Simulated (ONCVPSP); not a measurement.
Varying the ONCV potential for Kr (Z = 36)

Base potential:

ONCVPSP 4.0.1 input, shortened (lines: element, Z, core and valence counts, functional; n l f; lmax; l rc ep ncon nbas qcut; lloc lpopt rc5 dvloc0; l nproj debl; icmod fcfact rcfact), PBE, scalar-relativistic:

```
  Kr 36.00    3    5        4      upf
    1    0    2.00
    2    0    2.00
    2    1    6.00
    3    0    2.00
    3    1    6.00
    3    2   10.00
    4    0    2.00
    4    1    6.00
    2
    0    1.00    0.00    5    8   10.90
    1    0.90    0.00    4    7   15.70
    2    0.80    0.00    4    9   22.80
    4    5    0.50   -1.00
    0    2    0.70
    1    2    2.50
    2    3    1.40
    3    2.75    1.35
```

In the d channel the program set the typed energies aside and used -2.991, 0.250, 1.650 Ha.

Cutoffs, loose and tight: the cutoffs (Ha) at which the residual kinetic energy of the hardest occupied pseudo-wave falls to 1 and 0.1 mHa per electron. They do not see the model core or the augmentation charge, which bear on the density cutoff. Test errors are all-electron minus pseudo excitation energies from the reference, over the configurations 3s2 3p6 3d10 4s2 4p5; 3s2 3p6 3d10 4s2 4p4; 3s2 3p6 3d10 4s2 4p3; 3s1 3p6 3d10 4s2 4p6. A dash means not determined; rows that change the core or the reference have their own tests.

A true bound ghost makes a file unfit for plane-wave use even where its test errors are small: the radial tests pick states by their node count and pass the ghost by.

```csv
change,outcome,"cutoff, loose","cutoff, tight",bound ghosts,GHOST(+) flags above zero,largest test error (meV)
base,"generated, projector energies reset by the program",189 Ha,212 Ha,none,s,-495
"core correction polynomial model core, fcfact 0.7","generated, projector energies reset by the program",189 Ha,212 Ha,none,s,-506
"core [Ar], valence charge 18; reference 3d10 4s2 4p5.5; waves now 4s: rc 1.20 bohr, ncon 3, nbas 8, qcut 4.7 1/bohr, 1 projector; 4p: rc 1.60 bohr, ncon 5, nbas 8, qcut 4.3 1/bohr, 3 projectors, debl 3.5 Ha; 3d: rc 0.70 bohr, ncon 4, nbas 9, qcut 26.5 1/bohr, 2 projectors, debl 0.5 Ha; local potential polynomial inside 0.60 bohr (lpopt 5, dvloc0 6 Ha)","generated, projector energies reset by the program",244 Ha,276 Ha,s,p,-3.4
functional PW91,"generated, projector energies reset by the program",189 Ha,212 Ha,none,s,-493
d: nbas 7,"generated, projector energies reset by the program",188 Ha,211 Ha,none,s,-495
"all radii but the core radius scaled by about 1.16 (s 1.16, p 1.04, d 0.92 bohr); local potential polynomial inside 0.58 bohr (lpopt 5, dvloc0 -1 Ha)","generated, projector energies reset by the program",167 Ha,188 Ha,none,none,-754
"local potential polynomial inside 0.75 bohr (lpopt 5, dvloc0 4 Ha)","generated, projector energies reset by the program",189 Ha,212 Ha,none,s,-501
```

(1) What comes out with this change to the base: s: qcut 13.5; p: qcut 19.5; d: qcut 28.3?

(2) What comes out with this change to the base: d: rc 1.16?

Results:

(1) outcome: generated, projector energies reset by the program; cutoff, loose: 191 Ha; cutoff, tight: 214 Ha; bound ghosts: none; GHOST(+) flags above zero: s; largest test error (meV): -365.

(2) outcome: generated, projector energies reset by the program; cutoff, loose: 176 Ha; cutoff, tight: 195 Ha; bound ghosts: none; GHOST(+) flags above zero: s; largest test error (meV): -414.
